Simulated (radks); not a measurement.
The numbers below are computed, except where a source is named.
Neutral lithium inside a hard spherical wall (all orbitals vanish at R), configuration held at [He] 2s1 and not refilled when levels cross. Level of theory: non-relativistic Kohn-Sham, LDA (Slater exchange, Perdew-Wang correlation), spin-unpolarised, spherical densities, point nucleus; without spin polarisation the odd electron is poorly described (a radial shooting solver on a logarithmic mesh with Libxc functionals). Eigenvalues in eV, with the zero of energy where the potential of the charges vanishes at infinity; a dash marks a level that is unbound or too diffuse for the functional's potential to be trusted. A positive occupied level is held by the wall or, in an anion where self-interaction has pushed it up, behind a barrier. The pressure on the wall is -dE/dV.

R (bohr)  E (hartree)  kinetic (hartree)    e(1s)   e(2s)  e(2p, empty)  e(3s, empty)  pressure (GPa)
free         -7.33461              7.237  -51.109  -2.874        -1.127        -0.059               0
15           -7.33459              7.237  -51.104  -2.870        -1.114         0.441        0.000202
12           -7.33431              7.240  -51.058  -2.843        -1.048         1.175         0.00425
7            -7.31602              7.320  -49.954  -1.927         0.271         8.163           0.708
6            -7.29320              7.393  -49.172  -1.026         1.338        13.046            2.18
5            -7.24003              7.538  -47.911   0.864         3.327        21.973            7.51
3.5          -6.96210              8.167  -44.181   9.772        11.027        56.600            71.7
3            -6.70310              8.696  -41.896  17.673        16.907        83.315             182
2.5          -6.19405              9.683  -38.393  32.728        27.097        129.86             540
